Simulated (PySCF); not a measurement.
LiAs⁺: energy against distance

Set-up: basis Li pcseg-1, As pcseg-1; no relativity; PySCF 2.14. Energies in eV from Li⁺ + As in their ground configurations at the same level. State: ⁴Σ⁻ (quartet), unpaired electrons σ ↑, π ↑↑.

All columns are PBE0. A positive dipole points towards As; it is taken about the centre of mass and depends on that origin.

```tsv
R (Å)	E (eV)	μ (D)	Mulliken charge on Li (basis-dependent)	HOMO (eV)	LUMO (eV)	Mayer bond order	⟨S²⟩
2.405	-0.277	-7.96	0.87	-12.81	-9.22	0.24	3.75
2.517	-0.354	-8.48	0.88	-12.64	-9.09	0.23	3.75
2.629	-0.394	-9.01	0.89	-12.47	-8.94	0.21	3.75
2.713	-0.408	-9.41	0.89	-12.36	-8.83	0.21	3.75
2.797	-0.412	-9.82	0.89	-12.24	-8.71	0.20	3.75
2.881	-0.407	-10.23	0.89	-12.13	-8.60	0.20	3.75
2.993	-0.393	-10.79	0.90	-11.98	-8.44	0.19	3.75
3.133	-0.366	-11.49	0.90	-11.80	-8.24	0.18	3.75
3.300	-0.327	-12.35	0.91	-11.60	-8.00	0.17	3.75
3.524	-0.273	-13.51	0.92	-11.34	-7.68	0.15	3.75
```

A fit through these points gives, at Re = 2.787 Å, μ = -9.77 D and dμ/dR = -4.87 D/Å; the reduced mass is 6.415 u.

Problem. How strong is the fundamental in the double-harmonic approximation, I = 42.26·(dμ/dR)²/μred km/mol?

Solution. I = 42.26·(-4.87)²/6.415 = 156 km/mol at PBE0.

Spin–orbit coupling is left out. For an ion De counts to the pair picked by the measured ionisation energies or electron affinities, which need not be the lowest pair at this level. The state is the lowest determinant that a PBE0 search found; another state may lie lower at other levels.
